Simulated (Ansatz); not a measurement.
n-GeSiGeSiH10 (Si₂Ge₂H₁₀). Total charge 0; singlet. Geometry PBE-D4/def2-SVP.

```xyz
14

Ge    1.412    1.545   -1.201
Ge   -0.544   -0.533    1.474
Si   -0.435    1.565    0.322
Si   -0.705   -2.307   -0.126
H     1.222    0.415   -2.248
H     1.546    2.895   -1.954
H     2.736    1.276   -0.436
H    -1.714    1.769   -0.449
H    -0.285    2.706    1.296
H     0.742   -0.717    2.329
H    -1.762   -0.567    2.439
H     0.522   -2.305   -0.999
H    -0.820   -3.647    0.550
H    -1.914   -2.095   -0.997
```

LC-ωPBE has ω = 0.4 bohr⁻¹. B3LYP takes the VWN-RPA correlation. Another isomer (singlet) lies 0.11 eV lower at PBE0-D4/def2-TZVP; other spin states weren't run for this one.

(1) Estimate the orbital energies around the gap (eV) in Ansatz with r2SCAN-D4/def2-TZVP, B3LYP-D4/def2-TZVP, PBE0-D4/def2-SVP, PBE0-D4/def2-TZVP, LC-ωPBE/def2-TZVP.

Results:

(1) 
| orbital | r2SCAN-D4/def2-TZVP | B3LYP-D4/def2-TZVP | PBE0-D4/def2-SVP | PBE0-D4/def2-TZVP | LC-ωPBE/def2-TZVP |
| --- | --- | --- | --- | --- | --- |
| HOMO−13 | -30.30 | -32.78 | -33.52 | -33.41 | -35.27 |
| HOMO−12 | -15.24 | -16.19 | -16.57 | -16.55 | -20.30 |
| HOMO−11 | -14.41 | -15.34 | -15.68 | -15.67 | -19.28 |
| HOMO−10 | -13.29 | -14.21 | -14.53 | -14.53 | -17.98 |
| HOMO−9 | -12.32 | -13.21 | -13.49 | -13.50 | -16.79 |
| HOMO−8 | -9.37 | -10.11 | -10.34 | -10.34 | -13.26 |
| HOMO−7 | -9.28 | -10.01 | -10.25 | -10.24 | -13.15 |
| HOMO−6 | -8.99 | -9.74 | -9.95 | -9.95 | -12.82 |
| HOMO−5 | -8.74 | -9.46 | -9.67 | -9.67 | -12.49 |
| HOMO−4 | -8.54 | -9.27 | -9.46 | -9.47 | -12.24 |
| HOMO−3 | -8.50 | -9.23 | -9.42 | -9.43 | -12.20 |
| HOMO−2 | -7.95 | -8.62 | -8.82 | -8.81 | -11.47 |
| HOMO−1 | -7.37 | -7.98 | -8.20 | -8.18 | -10.72 |
| HOMO | -7.04 | -7.59 | -7.84 | -7.80 | -10.25 |
| LUMO | -0.81 | -0.45 | -0.08 | -0.25 | 1.82 |
| LUMO+1 | -0.79 | -0.39 | -0.03 | -0.22 | 1.86 |
| LUMO+2 | -0.46 | -0.14 | 0.41 | 0.07 | 2.15 |
| LUMO+3 | -0.20 | 0.11 | 0.58 | 0.31 | 2.43 |
| LUMO+4 | -0.14 | 0.17 | 0.67 | 0.36 | 2.48 |
| LUMO+5 | 0.15 | 0.41 | 0.98 | 0.63 | 2.75 |
